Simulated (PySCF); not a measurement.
Distances in Å between the heavy atoms of a computed structure (GFN2-xTB; lower triangle, same order across):
```
O1    0.00
Si2   1.62  0.00
O3    2.60  1.62  0.00
O4    2.64  1.62  2.66  0.00
Si5   3.68  3.15  4.15  1.62  0.00
C6    3.51  3.84  4.94  2.87  1.91  0.00
Cl7   5.26  5.57  6.66  4.42  3.04  1.78  0.00
```

Hydrogens: 1 on O1, 1 on Si2, 1 on O3, 2 on Si5, 2 on C6.

Charge 0, singlet.

Question: Read off the bonds between heavy atoms and their formal orders.

Answer: O1–Si2 (single); Si2–O3 (single); Si2–O4 (single); O4–Si5 (single); Si5–C6 (single); C6–Cl7 (single).

Question: Which species is it?

Answer: `O[SiH](O)O[SiH2]CCl`, CH7ClO3Si2. Among its features: C–Cl bond, Si–H bond, siloxane link and C–Si bond.

Question: Classify the heavy atoms.

Answer: O1/O3: silanol oxygen; Si2: oxygen-bound silicon; O4: siloxane oxygen; Si5: oxygen-bound silicon; C6: sp3 C–Cl carbon; Cl7: alkyl chlorine.
